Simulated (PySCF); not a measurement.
Correlation energy of Tl⁻ (thallium, charge -1)

Starting occupation: [Xe] 4f14 5d10 6s2 6p2, 6p1/2 with m_j = -1/2, +1/2. Computed with PySCF 2.14 in x2c-TZVPPall-2c with one added diffuse shell each of s, p, d, f type (12s12p10d4f, 126 functions), with X2C-1e with screened-nucleus spin-orbit coupling, Gaussian nucleus. Frozen: [Xe] 4f14; 14 electrons correlated; the 54 highest virtual spinors left out.

MP2 pair energies summed by pair of shells (mhartree):

```
       pair   energy  share (%)
5d3/2-5d5/2  -114.78       30.4
5d5/2-5d5/2   -82.27       21.8
5d5/2-6s1/2   -47.89       12.7
5d3/2-5d3/2   -33.76        8.9
5d3/2-6s1/2   -30.43        8.1
6p1/2-6s1/2   -17.29        4.6
5d5/2-6p1/2   -15.50        4.1
6s1/2-6s1/2   -14.28        3.8
6p1/2-6p1/2   -11.34        3.0
5d3/2-6p1/2   -10.36        2.7
```

Total MP2 correlation energy: -377.89 mhartree.

The virtual space was cut to 110 spinors, which keep -377.29 of the -377.89 mhartree of MP2 correlation.

```
  level  correlation energy (mhartree)
   CCSD                        -356.94
    (T)                         -10.65
CCSD(T)                        -367.59
```

Diagnostics: T1 = 0.014, largest double amplitude 0.082.

Is a single reference adequate?

Mostly. T1 lies below 0.03, but a double amplitude of this size points to a near-degeneracy that CCSD handles and MP2 describes poorly.

This basis was not built for core-valence correlation, so the inner-shell part is incomplete.
